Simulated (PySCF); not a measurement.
Compound: C5H12O2Si.
Geometry (PBE0-D3(BJ)/def2-SVP, Å), atoms numbered from 1 in this order:
```xyz
20
C5H12O2Si angstrom
C      2.5383   -0.5220   -0.2147
C      2.1767    0.9540   -0.1224
C      0.8039    1.2105    0.5056
Si    -0.6401    0.6003   -0.5009
O     -0.7788   -1.0771   -0.4721
C     -2.1208   -1.4279   -0.2015
C     -2.7245   -0.2893    0.6308
O     -2.1475    0.9172    0.1723
H      3.5325   -0.6622   -0.6655
H      2.5543   -0.9878    0.7838
H      1.8102   -1.0879   -0.8174
H      2.9481    1.4833    0.4622
H      2.2096    1.4059   -1.1300
H      0.6423    2.2939    0.6518
H      0.7410    0.7536    1.5090
H     -0.5829    1.1540   -1.8853
H     -2.1520   -2.3880    0.3379
H     -2.6798   -1.5523   -1.1487
H     -3.8200   -0.2422    0.5236
H     -2.4945   -0.4340    1.7037
```

All values: PBE0/pcSseg-1 (PySCF, non-relativistic), on one gas-phase PBE0-D3(BJ)/def2-SVP geometry that isn't relaxed in the solvent. The solvent is an IEF-PCM continuum (cavity from Bondi-type radii × 1.2). Specific hydrogen bonds and non-electrostatic terms are outside this model.

| run | E − E(gas) (kJ/mol) | HOMO (eV) | HOMO–LUMO gap (eV) | dipole (D) |
| --- | --- | --- | --- | --- |
| gas | 0.00 | -7.79 | 8.74 | 0.86 |
| P | -8.46 | -7.76 | 8.74 | 0.97 |
| Q | -19.02 | -7.77 | 8.74 | 1.09 |

The runs were made in acetonitrile and benzene. Which run belongs to which solvent?

P = benzene, Q = acetonitrile. The dielectric constants are 2.271 (benzene), 35.69 (acetonitrile), and the energy falls further as ε rises. In this model the ground state sees the solvent through ε alone.

How constant is the ratio of the lowering to (ε − 1)/(2ε + 1)?

```
     solvent  (ε − 1)/(2ε + 1)  E − E(gas) (kJ/mol)  ratio (kJ/mol)  polarisation term (kJ/mol)
     benzene             0.229                -8.46           -36.9                       -8.86
acetonitrile             0.479               -19.02           -39.7                      -21.18
```

The ratio changes by +7.6 % in size from benzene to acetonitrile. The polarisation term is half the interaction of the solute with the induced surface charges.

Time: 41 s of wall time; peak memory 1.2 GiB. Hardware: one thread of an Arm Neoverse V1, shared host with 32 logical CPUs at a one-minute load of 16. This is the whole shielding run at PBE0/pcSseg-1 in acetonitrile, SCF included.
